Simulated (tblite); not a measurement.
A tight-binding relaxation on `CC(C)[C@@H]1CCCP1`.

Computed with GFN2-xTB geometry optimisation, gas phase (tblite 0.8.0). Start geometry: from a force field or distance geometry. The input is one job of a driver script: a line of settings, then coordinates in Å.

Command:
```bash
OMP_NUM_THREADS=1 python probes_run.py task.json out
```

Input:
```
{"job": {"kind": "relax", "xc": "GFN2-xTB", "basis": "xTB"}, "charge": 0, "multiplicity": 1}
C     -2.161800     1.414000     0.113800
C     -1.400300     0.202600    -0.377100
C     -1.878100    -1.002500     0.377400
C      0.065700     0.423900    -0.410800
C      0.857000    -0.795300    -0.875000
C      2.302000    -0.440900    -0.591400
C      2.381600    -0.397300     0.921900
P      0.875400     0.662700     1.265900
H     -1.509600     2.101600     0.677600
H     -2.970200     1.063600     0.834300
H     -2.622800     1.970900    -0.748100
H     -1.742000     0.056300    -1.432100
H     -1.661900    -1.937400    -0.176500
H     -3.008900    -0.918200     0.411200
H     -1.517200    -1.070100     1.412900
H      0.322700     1.236200    -1.092000
H      0.692800    -0.977400    -1.958500
H      0.615100    -1.699900    -0.280200
H      3.010500    -1.170900    -1.016900
H      2.516800     0.568100    -1.011400
H      2.245900    -1.425800     1.295500
H      3.302200     0.087700     1.301000
H      1.280000     2.075100     1.368400
```

Output:
```
step      E/eV     max force
  0    -683.82092    2.654
  1    -684.14574    1.692
  2    -684.30660    0.929
  3    -684.38859    0.739
  4    -684.47163    0.763
  5    -684.51527    0.754
  6    -684.55764    0.417
  7    -684.59142    0.399
  8    -684.61679    0.333
  9    -684.63077    0.323
... (102 lines left out)
112    -684.84642    0.021
113    -684.84653    0.027
114    -684.84665    0.029
115    -684.84679    0.031
116    -684.84692    0.028
117    -684.84701    0.018
118    -684.84707    0.016
119    -684.84711    0.014
120    -684.84714    0.011
121    -684.84716    0.009
```

«max force» is the largest atomic force in eV/Å.

**Question.** From which step on does the largest force stay under 0.1 eV/Å, and how much energy is left to gain from there?

**Answer.** From step 50 (0.085 eV/Å), 14.2 meV above the end.

In short: energy lowered by 23.7 kcal/mol over 121 steps; largest atomic force 0.009 eV/Å at the end.

Time: 0.98 s wall. Hardware: Arm Neoverse V1, one thread, no GPU (shared host).
Labels such as C1 count atoms from 1, the log's own numbers from 0.
